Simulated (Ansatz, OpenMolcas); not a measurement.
A ladder of methods for CH6BNO2 (SMILES COB(N)O)

CH6BNO2 has 11 atoms, charge 0, and is taken as a singlet. SMILES: `COB(N)O`. The shape is that of a PBE0-D4/def2-TZVP optimisation. This is one conformer, not always the lowest.

Quantity: the HOMO–LUMO gap, in eV. The values are calculated.

| level | kind | program | value (eV) | CPU time |
| --- | --- | --- | --- | --- |
| HF/6-31G* (spherical functions) | Hartree–Fock | OpenMolcas | 17.01 | 5.2 s |
| BLYP/6-31G* (spherical functions) | GGA | OpenMolcas | 6.85 | 28 s |
| PBE/6-31G* (spherical functions) | GGA | OpenMolcas | 7.03 | 28 s |
| M06-L/6-31G* (spherical functions) | meta-GGA | OpenMolcas | 8.18 | 38 s |
| BHLYP/6-31G* (spherical functions) | global hybrid | Ansatz | 11.96 | 7.6 s |
| PBE0/6-31G* (spherical functions) | global hybrid | Ansatz | 9.64 | 7.5 s |
| wB97X/6-31G* (spherical functions) | range-separated hybrid | Ansatz | 14.41 | 28 s |
| B2PLYP/6-31G* (spherical functions) | double hybrid | Ansatz | 12.25 | 10 s |

The values span 6.85 to 17.01 eV. Orbital gaps aren't excitation energies, and those of double hybrids come from the SCF part alone; they tend to grow with the share of exact exchange. CPU times are rough (shared hosts, several kinds of processor and program).
